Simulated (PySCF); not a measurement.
C₂H₄ClFSi₂, SMILES [SiH2](C#C[SiH2]Cl)F. Heavy atoms are numbered as in [SiH2:1]([F:2])[C:3]#[C:4][SiH2:5][Cl:6]. Hydrogens are named by the atom that carries them.

Geometry optimised at PBE0-D3(BJ)/def2-SVP. The structure was generated by enumeration, and PubChem lists no compound with its InChIKey, so it may never have been made.

Method: HF/def2-TZVP in PySCF.

ESP charges are fitted to the potential on shells at 1.4 to 2.0 van der Waals radii. Atomic charges (e), one atom of each kind:

```csv
atom,Löwdin,ESP fit,IAO
Si1 (SiH2),0.33,0.71,1.31
F2,-0.07,-0.30,-0.59
C3,-0.18,-0.27,-0.36
C4,-0.19,-0.05,-0.35
Si5 (SiH2),0.07,0.25,1.03
Cl6,0.20,-0.15,-0.35
H on Si1,-0.04,-0.10,-0.18
H on Si5,-0.04,0.00,-0.16
```

**Question.** Give the Mayer and Wiberg (Löwdin basis) orders of the bonds. (Estimate from the structure and the level; the computed values follow.)

**Answer.** 
| bond | Mayer | Wiberg |
|---|---|---|
| Si1–F2 | 0.96 | 1.61 |
| Si1–C3 | 0.90 | 1.14 |
| C3–C4 | 2.68 | 2.85 |
| C4–Si5 | 0.90 | 1.15 |
| Si5–Cl6 | 1.06 | 1.78 |
